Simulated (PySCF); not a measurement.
MoO$_{3}$, charge +1, doublet, geometry from GFN2-xTB (such geometries of metal compounds can be far from the true shape) (the multiplicity is a formal guess) (core potentials on Mo); DF-REVPBE/def2-SVPD (PySCF).

Input for PySCF:
```python
from pyscf import gto, scf, dft

mol = gto.Mole()
mol.atom = '''
    Mo    0.00000000   -0.00000000   -0.00000000
    O    -1.13555064   -1.19952535   -0.09964600
    O    -0.10119083    1.31969514   -0.99319224
    O     1.23674147   -0.12016978    1.09283824
'''
mol.basis = 'def2-svpd'
mol.ecp = {'Mo': 'def2-svpd'}
mol.charge = 1
mol.spin = 1
mol.verbose = 4
mol.build()

mf = dft.UKS(mol)
mf.xc = 'revpbe'
mf = mf.density_fit(auxbasis='def2-universal-jkfit')
mf.kernel()
```

**Question.** What does PySCF print? Leave out banner, timings and long lists.

**Answer.** 
```
PySCF version 2.14.0

[INPUT] verbose = 4
[INPUT] num. atoms = 4
[INPUT] num. electrons = 37
[INPUT] charge = 1
[INPUT] spin (= nelec alpha-beta = 2S) = 1
[INPUT] symmetry False subgroup None
[INPUT] Mole.unit = angstrom
[INPUT] Symbol           X                Y                Z      unit          X                Y                Z       unit  Magmom
[INPUT]  1 Mo     0.000000000000   0.000000000000   0.000000000000 AA    0.000000000000   0.000000000000   0.000000000000 Bohr   0.0
[INPUT]  2 O     -1.135550640000  -1.199525350000  -0.099646000000 AA   -2.145879710175  -2.266774390973  -0.188303649408 Bohr   0.0
[INPUT]  3 O     -0.101190830000   1.319695140000  -0.993192240000 AA   -0.191222955017   2.493862382520  -1.876861322643 Bohr   0.0
[INPUT]  4 O      1.236741470000  -0.120169780000   1.092838240000 AA    2.337102665192  -0.227087972649   2.065164972052 Bohr   0.0

nuclear repulsion = 142.898056381052
number of shells = 39
number of NR pGTOs = 159
number of NR cGTOs = 103
basis = def2-svpd
ecp = {'Mo': 'def2-svpd'}

******** <class 'pyscf.df.df_jk.DFUKS'> ********
method = DFUKS
initial guess = minao
damping factor = 0
level_shift factor = 0
DIIS = <class 'pyscf.scf.diis.CDIIS'>
diis_start_cycle = 1
diis_space = 8
diis_damp = 0
SCF conv_tol = 1e-09
SCF conv_tol_grad = None
SCF max_cycles = 50
direct_scf = False
number electrons alpha = 19  beta = 18
XC library pyscf.dft.libxc version 7.1.2
    S. Lehtola, C. Steigemann, M. J. T. Oliveira, and M. A. L. Marques,  SoftwareX 7, 1–5 (2018)
XC functionals = revpbe
    Y. Zhang and W. Yang,  Phys. Rev. Lett. 80, 890 (1998)
    J. P. Perdew, K. Burke, and M. Ernzerhof,  Phys. Rev. Lett. 77, 3865 (1996)
    J. P. Perdew, K. Burke, and M. Ernzerhof,  Phys. Rev. Lett. 78, 1396 (1997)
radial grids:
    Treutler-Ahlrichs [JCP 102, 346 (1995); DOI:10.1063/1.469408] (M4) radial grids

becke partition: Becke, JCP 88, 2547 (1988); DOI:10.1063/1.454033
pruning grids: <function nwchem_prune>
grids dens level: 3
symmetrized grids: False
atomic radii adjust function: <function treutler_atomic_radii_adjust>
small_rho_cutoff = 0
Set gradient conv threshold to 3.16228e-05
tot grids = 64688
init E= -286.512800667118

cycle= 1 E= -292.903314706366  delta_E= -6.39  |g|= 1.04  |ddm|= 2.71
cycle= 2 E= -285.607299283963  delta_E=  7.3  |g|= 3.86  |ddm|= 4.57
cycle= 3 E= -293.070590623125  delta_E= -7.46  |g|= 0.78  |ddm|= 4.42
cycle= 4 E= -292.634692483953  delta_E= 0.436  |g|= 1.27  |ddm|= 1.45
cycle= 5 E= -293.29186206726  delta_E= -0.657  |g|= 0.366  |ddm|= 0.949
cycle= 6 E= -293.133928897578  delta_E= 0.158  |g|= 0.698  |ddm|=  1.1
cycle= 7 E= -293.349963414582  delta_E= -0.216  |g|= 0.0639  |ddm|=    1
cycle= 8 E= -293.351363574104  delta_E= -0.0014  |g|= 0.0338  |ddm|= 0.118
cycle= 9 E= -293.351841289193  delta_E= -0.000478  |g|= 0.00901  |ddm|= 0.0447
cycle= 10 E= -293.351875664341  delta_E= -3.44e-05  |g|= 0.00319  |ddm|= 0.0123
cycle= 11 E= -293.351880139158  delta_E= -4.47e-06  |g|= 0.000626  |ddm|= 0.00342
cycle= 12 E= -293.351880350365  delta_E= -2.11e-07  |g|= 0.000492  |ddm|= 0.00334
cycle= 13 E= -293.351880504156  delta_E= -1.54e-07  |g|= 0.00037  |ddm|= 0.00231
cycle= 14 E= -293.351880611498  delta_E= -1.07e-07  |g|= 0.000353  |ddm|= 0.00219
cycle= 15 E= -293.351880635575  delta_E= -2.41e-08  |g|= 0.000327  |ddm|= 0.00035
cycle= 16 E= -293.351880577445  delta_E= 5.81e-08  |g|= 0.000335  |ddm|= 0.0012
cycle= 17 E= -293.351880652448  delta_E= -7.5e-08  |g|= 0.000302  |ddm|= 0.0014
cycle= 18 E= -293.351880783172  delta_E= -1.31e-07  |g|= 0.000426  |ddm|= 0.00366
cycle= 19 E= -293.351881188236  delta_E= -4.05e-07  |g|= 0.000301  |ddm|= 0.00794
cycle= 20 E= -293.351882540362  delta_E= -1.35e-06  |g|= 0.000358  |ddm|= 0.0318
cycle= 21 E= -293.35188271867  delta_E= -1.78e-07  |g|= 0.000266  |ddm|= 0.00371
cycle= 22 E= -293.351884737385  delta_E= -2.02e-06  |g|= 0.000526  |ddm|= 0.0631
cycle= 23 E= -293.351885206184  delta_E= -4.69e-07  |g|= 0.000661  |ddm|= 0.0231
cycle= 24 E= -293.351885340501  delta_E= -1.34e-07  |g|= 0.000585  |ddm|= 0.00357
cycle= 25 E= -293.351885512732  delta_E= -1.72e-07  |g|= 0.000392  |ddm|= 0.00324
cycle= 26 E= -293.351885957798  delta_E= -4.45e-07  |g|= 0.0003  |ddm|= 0.0239
cycle= 27 E= -293.351886165867  delta_E= -2.08e-07  |g|= 0.00051  |ddm|= 0.0374
cycle= 28 E= -293.351885961614  delta_E= 2.04e-07  |g|= 0.000389  |ddm|= 0.0336
cycle= 29 E= -293.351886146986  delta_E= -1.85e-07  |g|= 0.000172  |ddm|= 0.00947
cycle= 30 E= -293.351886333527  delta_E= -1.87e-07  |g|= 5.42e-05  |ddm|= 0.0241
cycle= 31 E= -293.351886358031  delta_E= -2.45e-08  |g|= 4.25e-05  |ddm|= 0.0103
cycle= 32 E= -293.351886359637  delta_E= -1.61e-09  |g|= 3.14e-05  |ddm|= 0.00142
cycle= 33 E= -293.351886360637  delta_E= -1e-09  |g|= 1.05e-05  |ddm|= 0.00154
Extra cycle  E= -293.351886359284  delta_E= 1.35e-09  |g|= 5.71e-05  |ddm|= 6.72e-05
converged SCF energy = -293.351886359284  <S^2> = 0.76053572  2S+1 = 2.0105081
```
